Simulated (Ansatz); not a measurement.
The cluster AlCu₆⁻, relaxed as a singlet with RKS PBE-D4/def2-SVPD in Ansatz, starting from the GFN1-xTB geometry. Force threshold 0.02 eV/Å.

The structure comes from a short search, and lower isomers may exist.

Start:

```xyz
7

Cu   -1.805   -1.600   -1.045
Cu    0.953    3.124    1.957
Cu    1.323   -0.526   -0.719
Cu    0.716    1.622    0.279
Cu   -0.805    0.503   -1.287
Cu    0.235   -2.584   -0.473
Al   -0.616   -0.538    1.288
```

| step | energy (eV) | largest force component (eV/Å) | SCF passes |
| --- | --- | --- | --- |
| 1 | -274364.5299 | 1.253 | 32 |
| 2 | -274364.9081 | 0.746 | 34 |
| 3 | -274365.0442 | 0.274 | 32 |
| 4 | -274365.0616 | 0.106 | 27 |
| 5 | -274365.0983 | 0.308 | 40 |
| 6 | -274365.1606 | 0.425 | 38 |
| 7 | -274365.2295 | 0.482 | 40 |
| 8 | -274365.3124 | 0.139 | 33 |
| 9 | -274365.3815 | 0.180 | 33 |
| 10 | -274365.4588 | 0.167 | 33 |
| 11 | -274365.4857 | 0.205 | 32 |
| 12 | -274365.5258 | 0.159 | 33 |
| 13 | -274365.6213 | 0.272 | 34 |
| 14 | -274365.7511 | 0.245 | 34 |
| 15 | -274365.8142 | 0.234 | 34 |
| 16 | -274365.8289 | 0.062 | 34 |
| 17 | -274365.8305 | 0.032 | 27 |
| 18 | -274365.8309 | 0.004 | 28 |

Force components are those of the run's own axes.

End:

```xyz
7

Cu   -1.450   -1.170   -0.684
Cu   -0.281    2.316    1.327
Cu    0.873   -0.658   -1.141
Cu    1.465    1.341    0.035
Cu   -0.832    1.142   -0.708
Cu    0.249   -2.674    0.034
Al   -0.025   -0.297    1.138
```

Bonds formed: Cu2–Cu5, Cu2–Al7 (atoms count from 1). Metal–metal contacts that move far: Cu1–Cu3 3.32 to 2.42 Å. The end is the same structure that another start reached, the lowest one found.

No frequencies were taken in this run, so the end may be a saddle point.

It took 2.4 min on 4 threads of Intel Xeon Platinum 8259CL on a shared host, peak host memory 0.6 GiB.
